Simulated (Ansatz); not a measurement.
`B[O][GeH2][F]` + HCl → `BCl` + `[OH][GeH2][F]` at 700 K and 1 bar (ligand exchange at a B–O bond).

Gas-phase electronic energies from Ansatz, PBE0-D4/def2-TZVP geometries. CCSD(T)/CBS is the MP2 limit (def2-TZVPP, def2-QZVPP) plus CCSD(T) − MP2 in def2-TZVPP, frozen cores. This one scheme is used for every species. For Ge outer-core shells are correlated without core-valence functions, which leaves a few kJ/mol of doubt a bond. Scalar relativity is left out up to krypton. One conformer a species, not always the lowest.

| species | CCSD(T)/CBS energy (Eh) | H − E (kJ/mol) | S (J/(mol·K)) |
| --- | --- | --- | --- |
| `B[O][GeH2][F]` | -2278.36226 | 179.7 | 422.8 |
| HCl | -460.38127 | 38.4 | 211.8 |
| `BCl` | -485.78909 | 86.3 | 276.7 |
| `[OH][GeH2][F]` | -2252.93819 | 134.1 | 365.3 |

H − E and S are ideal-gas, rigid-rotor, harmonic terms from PBE0-D4/def2-TZVP, for one conformer and one mirror image of each species. 1 Eh = 2625.50 kJ/mol, R = 8.31446 J/(mol·K).

Q: By hand: ΔE, ΔH, ΔS and ΔG.

A: ΔE = (-485.78909) + (-2252.93819) − (-2278.36226) − (-460.38127) = 0.01625 Eh = 42.7 kJ/mol. Δ(H − E) = 86.3 + 134.1 − 179.7 − 38.4 = 2.3, so ΔH = 45.0 kJ/mol. ΔS = 276.7 + 365.3 − 422.8 − 211.8 = 7.4 J/(mol·K). ΔG = 45.0 − 700 × (7.4)/1000 = 39.8 kJ/mol.

Q: By hand: the equilibrium constant, and the temperature at which ΔG would vanish if ΔH and ΔS stayed fixed.

A: log₁₀ K = −ΔG/(RT ln 10) = -3.0. ΔG = 0 at ΔH/ΔS = 6081 K, far beyond where these terms or the molecules hold.

The number of gas molecules stays the same, so ΔS is small and ΔH decides. A doubt of 5 kJ/mol in ΔE shifts log₁₀ K by 0.4 here. Other conformers and mirror images would add mixing entropy, several J/(mol·K) or more a flexible species. Modes under 60 cm⁻¹, often nearly free rotors, make the harmonic entropy too high. These are equilibria of isolated gas molecules and say nothing of rates. Largest T1 diagnostic: 0.013 (customary marks: 0.02 for closed shells, 0.045 for open ones).
